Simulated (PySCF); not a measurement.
Ge(I)(OH)3, SMILES [I][Ge]([OH])([OH])[OH] (H₃GeIO₃) at its CAM-B3LYP/def2-SVP optimised geometry (Å):

```
8

O     -1.5664     0.5512     0.0000
Ge    -0.9533    -1.0842     0.0000
O     -1.5647    -1.9014    -1.4174
O     -1.5668    -1.9015     1.4164
I      1.5664    -1.0842     0.0000
H     -1.2800     1.0842     0.7524
H     -1.2588    -1.5297    -2.2542
H     -1.2703    -2.8156     1.5094
```

Method: CAM-B3LYP/def2-TZVP, def2 effective core potentials past Kr in PySCF 2.14.0. The core electrons that the potentials of I replace are not part of the density. Cells within 0.4 Å of a nucleus heavier than hydrogen are left out (blank, or x).

Map of the LUMO amplitude (bohr^(-3/2)) on the plane z = 0.0 Å; orbital energy -0.28 eV, overall sign arbitrary:

```
|555555555555555555555555555|
|555555555555555555555555555|
|555555555555555555555555555|
|555555555555555555555555555|
|555555666665555555555555555|
|555556666666555555555555555|
|555566666666655555555555555|
|555666666666655555555555555|
|555666666666555555555555555|
|556666676555555555555666665|
|55666678x445555555555666666|
|5556666xxx35555555556666666|
|5556665xx035665544456666666|
|555665542357766443456777666|
|555565555678876433456777766|
|555666666668986423657887776|
|555666666xxx99632xxx6888776|
|555666666xxx99632xxx6888776|
|555666667768986424657887776|
|555666666789986432456777766|
|555566666788876543456777666|
|555566666677766544456666666|
|555566666666666555556666666|
|555566666666665555555666666|
|555556666666665555555666665|
|555555666666655555555555555|
|555555566666555555555555555|
```
Scale: ten equal steps from -0.172 (start of '0') to 0.129 (end of '9'), in the order '0123456789'; x runs from -4.00 to 4.00, y from -4.00 (bottom) to 4.00 (top).
